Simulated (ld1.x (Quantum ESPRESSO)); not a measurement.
# Before and after: TM potential for indium

In (Z = 49), norm-conserving Troullier–Martins (Kleinman–Bylander form), made with ld1.x (Quantum ESPRESSO) 7.5 (PW91, scalar-relativistic). Core [Kr] 4d10, reference 5s2 5p1. Waves: 5s (bound): rc 1.90 bohr; 5p (bound): rc 3.10 bohr; 5d channel at 0.45 Ry: rc 3.30 bohr. Local part: all-electron potential smoothed inside 2.90 bohr (lloc = -1). Core correction: Bessel-smoothed model core, default radius (core density twice the valence density).

All-electron outer shells of the reference configuration (PW91, scalar-relativistic, ld1.x):

```
shell  level (eV)  outermost node (bohr)  outermost maximum (bohr)
   4p      -78.17                   0.42                      0.82
   4d      -18.67                   0.40                      0.94
   5s       -8.29                   1.02                      2.16
   5p       -2.56                   1.14                      2.85
```

Change: local potential all-electron potential smoothed inside 1.65 bohr (lloc = -1).

Cutoffs: the cutoffs (Ry, on a coarse ladder) from which the occupation-weighted sum of valence levels, in a spherical-Bessel basis at the reference potential, stays within 10 and 1 mRy of its value at 400 Ry; they do not see the model core or the augmentation charge, which bear on the density cutoff. Errors are all-electron minus pseudo energies relative to the spin-unpolarised reference configuration.

Task: What does the change do?

Result: The potential gets softer (18 Ry and 40 Ry → 18 Ry and 30 Ry); a bound ghost appears in s, which as a rule spoils a file; of the 7 tests that both files solve, the error grows in 0 and shrinks in 1 by more than 15 % and 0.3 meV (median size 17.8 → 18.1 meV); the range in which the s phases agree widens (upper end 1.3 → 4.9). In the separable form a ghost depends on how the local part lies against the semilocal potential of the channel, so the choice of the local part can create or remove one.

```csv
quantity,base,changed
"cutoff, loose",18 Ry,18 Ry
"cutoff, tight",40 Ry,30 Ry
loose cutoff by channel (10 mRy a level),"s 8 Ry, p 6 Ry","s 15 Ry, p 6 Ry"
bound ghosts,none,s
"error for 5s2 5p0, meV [ΔE 5.42 eV]",-18,-18
"error for 5s1 5p0, meV [ΔE 24.74 eV]",-229,-233
"error for 5s2 5p0.5, meV [ΔE 1.96 eV]",-2.9,-2.7
"error for 5s1 5p1, meV [ΔE 12.04 eV]",-58,-50
"error for 5s2 5p1.3, meV [ΔE -0.54 eV]",-0.1,0.0
"error for 5s1 5p2, meV [ΔE 5.87 eV]",-18,-16
"error for 5s0 5p3, meV [ΔE 12.01 eV]",-66,-50
s: phases at 3.59 bohr within 0.05 rad from the reference energy up to (Ry; the scan ends near 5),1.3,4.9
p: phases at 3.59 bohr within 0.05 rad from the reference energy up to (Ry; the scan ends near 5),1.5,0.8
d: phases at 3.59 bohr within 0.05 rad from the reference energy up to (Ry; the scan ends near 5),1.8,1.1
```

 A true bound ghost makes a file unfit for plane-wave use even where its test errors are small: the radial tests pick states by their node count and pass the ghost by.
